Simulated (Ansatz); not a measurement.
## A ladder of methods for SiHBr (SMILES [SiH]Br)

The species is SiHBr (3 atoms), meant as a singlet with charge 0. As SMILES, `[SiH]Br`. The shape is that of a PBE0-D4/def2-TZVP optimisation.

```xyz
3

Si   -0.6247    0.5219   -0.2961
Br    1.3409    0.4015    0.7814
H    -0.7271   -0.9883   -0.4986
```

Quantity: the energy change with the Si1–Br2 bond stretched from 2.245 to 2.806 Å, in eV. The values are calculated.

| level | kind | program | value (eV) | less FCI/STO-3G | CPU time (all runs) |
| --- | --- | --- | --- | --- | --- |
| HF/STO-3G (restricted) | Hartree–Fock | Ansatz | 1.90 | +0.29 | 0.36 s |
| r2SCAN/STO-3G (restricted) | meta-GGA | Ansatz | 1.59 | -0.02 | 6.1 s |
| B3LYP/STO-3G (restricted) | global hybrid | Ansatz | 1.57 | -0.04 | 2.4 s |
| BHLYP/STO-3G (restricted) | global hybrid | Ansatz | 1.77 | +0.16 | 2.2 s |
| r2SCAN0/STO-3G (restricted) | hybrid meta-GGA | Ansatz | 1.75 | +0.14 | 5.6 s |
| HSE06/STO-3G (restricted) | range-separated hybrid | Ansatz | 1.71 | +0.10 | 2.7 s |
| B2PLYP/STO-3G (restricted) | double hybrid | Ansatz | 1.65 | +0.04 | 3.2 s |
| RPA@PBE/STO-3G (restricted) | RPA | Ansatz | 1.40 | -0.21 | 4.5 s |
| CCSDTQ/STO-3G (restricted) | coupled cluster or CI | Ansatz | 1.61 | 0.00 | 50 s |
| FCI/STO-3G | exact in the basis | Ansatz | 1.61 | 0.00 | 1.2 s |

FCI/STO-3G is exact within its basis and frozen core, so for wave-function methods in that basis the difference is their error; functionals converge differently with the basis, so for them it is only a difference. All-electron rows without a relativistic Hamiltonian named are non-relativistic. The first shape isn't each level's own minimum. The values span 1.40 to 1.90 eV. All rows use very small basis sets, so none should be taken for the real molecule's value. In the correlated wave-function rows the outer d shell of Br is correlated, in sets not made for it. In so small a basis fixed costs decide the times, and correlated methods can beat functionals. CPU times are rough (shared hosts, several kinds of processor and program).
